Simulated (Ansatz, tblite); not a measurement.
Cost and result up the ladder for Li7H6 (13 atoms). Charge 0, multiplicity 2. Geometry: PBE-D4/def2-TZVP.

```tsv
atom	x (Å)	y (Å)	z (Å)
Li1	-2.0094	-0.6282	-0.2170
Li2	-0.9154	0.3171	1.7493
Li3	0.1420	-1.7758	-0.7987
Li4	0.1224	2.0730	0.4120
Li5	-0.5883	0.8487	-1.6564
Li6	1.8818	0.4310	-0.2881
Li7	1.0212	-1.1410	1.4616
H8	-0.7375	-1.3661	0.9143
H9	-1.0794	-0.8743	-1.7474
H10	-1.4255	1.0968	0.1056
H11	0.8995	0.7033	1.3936
H12	1.7653	-1.3555	-0.1718
H13	0.9234	1.6711	-1.1569
```

Ansatz on 2 threads of Arm Neoverse V2 on a shared host; xTB runs through tblite on one thread. Times are rough, summed over both states, and most runs start from the orbitals of an earlier one. PBE0-D4/def2-TZVP serves as the yardstick here, not as an exact answer. The other state is a singlet.

The xTB rows come from tblite. The structure comes from a short search, and lower isomers may exist.

Raw xTB energies of ions are shifted by several eV, and xTB has no spin-polarisation term.

```tsv
level	functions	vertical IE (eV)	difference from PBE0-D4/def2-TZVP (eV)
r2SCAN-D4/def2-TZVP	134	3.71	-0.08
PBE-D4/def2-TZVP	134	3.92	0.12
GFN1-xTB	40	9.06	5.27
PBE0-D4/def2-TZVP	134	3.79	0.00
```

Task: Estimate how long each takes.

Result: GFN1-xTB 0.009 s; PBE-D4/def2-TZVP 5.3 s; PBE0-D4/def2-TZVP 6.6 s; r2SCAN-D4/def2-TZVP 11 s. On shared hardware such times vary by a factor of up to 3.
